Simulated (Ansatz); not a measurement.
**A family of molecules: the atomisation energy (no zero-point term)**

One atom is swapped for its congeners: C4H9F (1-fluorobutane) `CCCCF`; C4H9Cl (1-chlorobutane) `CCCCCl`; C4H9Br (1-bromobutane) `CCCCBr`. All are singlets with charge 0.

Shapes, held fixed at every level: PBE0-D4/def2-TZVP. Flexible molecules stand in one conformer, not always the lowest. Programs: Ansatz 0.2.0. Values in eV.

| level | C4H9F | C4H9Br |
| --- | --- | --- |
| PBE-D4/def2-TZVPP | 57.79 | 56.04 |
| B3LYP-D4/def2-TZVPP | 56.77 | 55.04 |
| wB97M-V/def2-TZVPP | 56.87 | 55.13 |
| MP2/def2-TZVPP | 56.15 | 54.47 |
| CCSD/def2-TZVPP | 54.91 | 53.28 |
| CCSD(T)/def2-TZVPP | 55.55 | 53.95 |

Problem. Estimate the column for C4H9Cl from its neighbours.

Solution. The mean of the neighbours at CCSD(T)/def2-TZVPP is 54.75 eV, against 54.37 from the run: the member lies nearer Br. All rows: PBE-D4/def2-TZVPP 56.54; B3LYP-D4/def2-TZVPP 55.52; wB97M-V/def2-TZVPP 55.71; MP2/def2-TZVPP 54.91; CCSD/def2-TZVPP 53.70; CCSD(T)/def2-TZVPP 54.37 eV. At CCSD(T)/def2-TZVPP the atomisation energy falls at every step, from 55.55 to 53.95 eV. Every level shows the same order. Relativity is left out for Br unless named. Correlated rows may include outer-core shells of Br, which these sets cover unevenly. Spin-orbit coupling, which grows down the group, is left out (summed over each molecule's free atoms 0.03, 0.05, 0.17 eV).
